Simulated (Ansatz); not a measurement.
Consider the ligand exchange at the Si–C bond: `NC[SiH](Cl)Cl` + `[OH][GeH3]` → `Cl[SiH](Cl)[O][GeH3]` + CH₃NH₂.

Gas-phase electronic energies from Ansatz, PBE0-D4/def2-TZVP geometries. CBS: MP2 limit from def2 TZ/QZ plus the TZ coupled-cluster correction, frozen cores. For Ge outer-core shells are correlated without core-valence functions, which leaves a few kJ/mol of doubt a bond. Scalar relativity is left out up to krypton. Each species was taken in one conformer, which may not be the lowest.

`NC[SiH](Cl)Cl`:

Cartesian coordinates in Å:
```
N -0.848 -0.851 -1.076
C -0.627 0.438 -0.431
Si 0.745 0.458 0.846
Cl 0.296 -0.921 2.298
Cl 2.489 -0.115 -0.071
H -0.006 -1.163 -1.546
H -1.079 -1.558 -0.387
H -0.405 1.191 -1.195
H -1.555 0.767 0.048
H 0.990 1.756 1.514
```

`[OH][GeH3]`:

Cartesian coordinates in Å:
```
O -0.381 0.129 -1.312
Ge 0.043 -0.205 0.387
H -0.111 1.005 -1.595
H -0.467 -1.627 0.632
H -0.654 0.811 1.312
H 1.570 -0.113 0.575
```

`Cl[SiH](Cl)[O][GeH3]`:

```xyz
9

Cl   -1.380   -0.804   -2.051
Si   -0.912   -1.222   -0.102
Cl    0.543   -2.659   -0.116
O    -0.399    0.100    0.648
Ge    0.839    1.353    0.315
H    -2.102   -1.758    0.571
H     1.936    0.722   -0.551
H     0.122    2.498   -0.408
H     1.353    1.770    1.695
```

CH₃NH₂:

Cartesian coordinates in Å:
```
C -0.087 -0.491 0.273
N 0.002 0.894 -0.157
H 0.301 -1.231 -0.442
H -1.131 -0.741 0.477
H 0.460 -0.615 1.210
H -0.508 1.033 -1.020
H 0.963 1.150 -0.342
```

```tsv
level	ΔE (kJ/mol)
HF/def2-TZVPP	-157.3
MP2/def2-TZVPP	-136.2
```

Q: What does CCSD(T)/CBS give? (An estimate is asked.)

A: Ansatz gave: -134.6 kJ/mol. The listed levels differ from it by -22.7, -1.6 kJ/mol.

Largest T1 diagnostic among the species: 0.011.

In def2-TZVPP, CCSD(T) changes the Hartree–Fock value by +22.1 kJ/mol (the triples alone add +3.2 kJ/mol) and MP2 by +21.1 kJ/mol. From PBE to PBE0 (25 % exact exchange), in def2-TZVPP and without D4, ΔE moves by −8.1 kJ/mol.
